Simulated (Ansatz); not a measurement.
Steps of a relaxation of `[OH][AlH][CH2]F` with RKS PBE0-D4/def2-TZVP.

```sh
$ ansatz run in.yaml --threads 2 --pin off --events-out ev --progress --plain --max-ram 4352MiB
```

```yaml
crystal:
  periodic: [false, false, false]
  atoms:
    - {symbol: O, position_ang: [-1.278401, 0.904798, -1.163260]}
    - {symbol: Al, position_ang: [-0.279479, 0.690041, 0.221166]}
    - {symbol: C, position_ang: [0.677161, -1.056130, 0.302829]}
    - {symbol: F, position_ang: [1.528892, -1.080280, -0.822925]}
    - {symbol: H, position_ang: [-1.728666, 1.738284, -1.370981]}
    - {symbol: H, position_ang: [-0.134087, 1.866804, 1.296539]}
    - {symbol: H, position_ang: [0.005990, -1.945389, 0.260954]}
    - {symbol: H, position_ang: [1.300691, -1.175228, 1.219977]}
basis:
  gaussian: {orbitals: def2-TZVP}
hamiltonian: {xc: pbe0, dispersion: d4}
relax: {f_tol: 0.005, max_steps: 150}
```

Positions (Å) and forces (eV/Å) along the path, 16 of 33 steps:

```xyz
8
step=1 energy=-12457.4380 eV
O    -1.278    0.905   -1.163    0.041    0.498    0.363
Al   -0.279    0.690    0.221   -0.295    0.122   -0.456
C     0.677   -1.056    0.303   -0.115   -0.242    0.401
F     1.529   -1.080   -0.823   -0.138   -0.111    0.285
H    -1.729    1.738   -1.371    0.352   -0.614    0.207
H    -0.134    1.867    1.297   -0.020   -0.171   -0.126
H     0.006   -1.945    0.261    0.410    0.460   -0.098
H     1.301   -1.175    1.220   -0.235    0.058   -0.578
8
step=2 energy=-12457.4685 eV
O    -1.281    0.904   -1.156    0.155    0.099    0.264
Al   -0.269    0.698    0.205   -0.233   -0.007   -0.277
C     0.672   -1.046    0.305    0.000   -0.125    0.140
F     1.544   -1.097   -0.799   -0.004   -0.018    0.022
H    -1.736    1.726   -1.349    0.079   -0.143    0.047
H    -0.131    1.854    1.283    0.009   -0.013   -0.023
H     0.008   -1.922    0.243    0.094    0.161   -0.016
H     1.284   -1.174    1.212   -0.100    0.045   -0.157
8
step=4 energy=-12457.4735 eV
O    -1.280    0.903   -1.147    0.004    0.017    0.010
Al   -0.269    0.695    0.196   -0.010   -0.015    0.004
C     0.672   -1.044    0.302    0.003    0.007   -0.002
F     1.561   -1.104   -0.788    0.007   -0.002   -0.001
H    -1.741    1.720   -1.330   -0.011   -0.004   -0.014
H    -0.123    1.852    1.270    0.008    0.005   -0.001
H     0.006   -1.911    0.229   -0.005   -0.005   -0.003
H     1.266   -1.169    1.214    0.003   -0.003    0.007
8
step=5 energy=-12457.4738 eV
O    -1.286    0.905   -1.143    0.003   -0.009    0.007
Al   -0.266    0.696    0.193   -0.010    0.020    0.001
C     0.672   -1.044    0.301    0.008   -0.021   -0.021
F     1.577   -1.102   -0.776   -0.015    0.007    0.023
H    -1.756    1.716   -1.329    0.000    0.001   -0.002
H    -0.108    1.857    1.262    0.006   -0.003   -0.004
H     0.005   -1.909    0.214    0.006    0.003   -0.004
H     1.253   -1.176    1.221    0.000    0.002    0.001
8
step=6 energy=-12457.4742 eV
O    -1.296    0.903   -1.134   -0.007   -0.015   -0.008
Al   -0.262    0.699    0.191   -0.002    0.027    0.011
C     0.671   -1.045    0.301    0.009   -0.033   -0.020
F     1.595   -1.094   -0.762   -0.026    0.012    0.034
H    -1.770    1.709   -1.328    0.010    0.000    0.009
H    -0.086    1.864    1.253    0.005   -0.006   -0.011
H     0.004   -1.909    0.194    0.017    0.015   -0.002
H     1.236   -1.185    1.229   -0.006    0.001   -0.012
8
step=7 energy=-12457.4744 eV
O    -1.337    0.889   -1.098   -0.030   -0.010   -0.031
Al   -0.251    0.707    0.187    0.013    0.052    0.023
C     0.664   -1.048    0.300    0.045   -0.117   -0.014
F     1.661   -1.055   -0.705   -0.137    0.012    0.148
H    -1.816    1.684   -1.324    0.050   -0.025    0.050
H    -0.003    1.896    1.211   -0.005   -0.036   -0.047
H     0.003   -1.906    0.113    0.118    0.117    0.013
H     1.170   -1.224    1.261   -0.055    0.008   -0.141
8
step=8 energy=-12457.4762 eV
O    -1.336    0.886   -1.099   -0.037   -0.012   -0.037
Al   -0.252    0.706    0.187    0.023    0.027    0.035
C     0.662   -1.049    0.302    0.047   -0.088   -0.007
F     1.657   -1.049   -0.702   -0.082    0.017    0.085
H    -1.810    1.686   -1.317    0.032   -0.010    0.031
H    -0.004    1.900    1.204    0.001   -0.025   -0.032
H     0.006   -1.909    0.112    0.060    0.078    0.005
H     1.170   -1.228    1.259   -0.044    0.013   -0.079
8
step=11 energy=-12457.4822 eV
O    -1.402    0.844   -1.049    0.068    0.014    0.034
Al   -0.235    0.711    0.176   -0.094   -0.093   -0.008
C     0.648   -1.058    0.307   -0.051    0.029    0.025
F     1.717   -0.972   -0.613    0.033   -0.020    0.005
H    -1.826    1.669   -1.280   -0.027    0.006   -0.001
H     0.089    1.947    1.111    0.037    0.011   -0.022
H     0.022   -1.907    0.007    0.041    0.058    0.002
H     1.080   -1.291    1.286   -0.006   -0.006   -0.033
8
step=12 energy=-12457.4833 eV
O    -1.449    0.818   -1.019    0.130    0.038    0.166
Al   -0.235    0.708    0.170   -0.058   -0.036   -0.121
C     0.636   -1.064    0.311    0.021   -0.072   -0.037
F     1.784   -0.906   -0.521   -0.247   -0.094    0.227
H    -1.867    1.650   -1.234   -0.035   -0.002   -0.024
H     0.193    1.983    1.017   -0.022   -0.065   -0.049
H     0.040   -1.900   -0.094    0.233    0.217    0.087
H     0.991   -1.346    1.314   -0.023    0.015   -0.249
8
step=13 energy=-12457.4968 eV
O    -1.502    0.818   -0.967   -0.087    0.042   -0.054
Al   -0.223    0.713    0.135    0.122   -0.017    0.144
C     0.632   -1.063    0.306   -0.091    0.041    0.042
F     1.852   -0.883   -0.383    0.156    0.010   -0.077
H    -1.944    1.636   -1.191    0.003   -0.021    0.002
H     0.296    1.994    0.918   -0.032   -0.051   -0.060
H     0.096   -1.876   -0.190   -0.020   -0.019   -0.008
H     0.885   -1.395    1.318   -0.050    0.015    0.009
8
step=20 energy=-12457.5182 eV
O    -1.610    0.791   -0.836    0.002   -0.001    0.015
Al   -0.172    0.733    0.062    0.008    0.005   -0.012
C     0.651   -1.053    0.268    0.036    0.004    0.004
F     2.018   -0.903   -0.049   -0.068   -0.019    0.033
H    -2.090    1.595   -1.027    0.005   -0.007    0.013
H     0.469    2.051    0.660   -0.005   -0.005   -0.012
H     0.232   -1.801   -0.414    0.025    0.011    0.009
H     0.596   -1.471    1.281   -0.003    0.013   -0.048
8
step=21 energy=-12457.5228 eV
O    -1.638    0.782   -0.794    0.048    0.005    0.024
Al   -0.154    0.740    0.031   -0.031    0.017    0.005
C     0.659   -1.049    0.255    0.080   -0.053    0.059
F     2.051   -0.918    0.055   -0.198   -0.032    0.038
H    -2.126    1.585   -0.971    0.010   -0.020    0.015
H     0.507    2.069    0.584   -0.003   -0.019   -0.029
H     0.282   -1.781   -0.471    0.068    0.047    0.055
H     0.511   -1.485    1.256    0.027    0.056   -0.166
8
step=25 energy=-12457.5333 eV
O    -1.691    0.750   -0.652    0.037    0.022    0.012
Al   -0.118    0.759   -0.013   -0.016    0.036    0.044
C     0.664   -1.035    0.245    0.278   -0.030   -0.059
F     2.072   -0.933    0.347   -0.418   -0.042   -0.012
H    -2.198    1.539   -0.835    0.007   -0.020    0.010
H     0.628    2.112    0.331   -0.012   -0.014   -0.019
H     0.434   -1.681   -0.613    0.080   -0.010    0.052
H     0.302   -1.568    1.134    0.044    0.058   -0.029
8
step=27 energy=-12457.5409 eV
O    -1.715    0.751   -0.586    0.001    0.002    0.011
Al   -0.109    0.760   -0.043    0.040   -0.005   -0.004
C     0.672   -1.036    0.223   -0.016   -0.041    0.031
F     2.045   -0.931    0.491   -0.065   -0.010   -0.012
H    -2.229    1.539   -0.752   -0.011    0.006   -0.004
H     0.672    2.114    0.212   -0.017   -0.016   -0.002
H     0.548   -1.676   -0.661    0.021    0.027    0.061
H     0.208   -1.578    1.061    0.045    0.037   -0.081
8
step=29 energy=-12457.5419 eV
O    -1.726    0.752   -0.552    0.017    0.000    0.007
Al   -0.103    0.760   -0.058   -0.006    0.002   -0.003
C     0.674   -1.036    0.217    0.019    0.000    0.026
F     2.032   -0.931    0.552   -0.054   -0.005   -0.015
H    -2.240    1.539   -0.720    0.000   -0.001    0.000
H     0.687    2.113    0.159   -0.002   -0.005   -0.003
H     0.596   -1.667   -0.677    0.009    0.003    0.008
H     0.172   -1.587    1.023    0.017    0.006   -0.020
8
step=33 energy=-12457.5422 eV
O    -1.732    0.753   -0.529    0.002    0.001    0.001
Al   -0.101    0.760   -0.064   -0.002    0.001    0.000
C     0.673   -1.036    0.216    0.000   -0.003   -0.001
F     2.019   -0.929    0.592   -0.002    0.000    0.000
H    -2.246    1.539   -0.701    0.000   -0.001    0.000
H     0.700    2.112    0.120    0.000   -0.001    0.000
H     0.627   -1.656   -0.688    0.001    0.001    0.002
H     0.151   -1.599    0.998    0.001    0.001   -0.001
```

Hardware: 2 threads of an Arm Neoverse V1 on a shared host. Wall time 96 s, peak host memory 0.29 GiB.
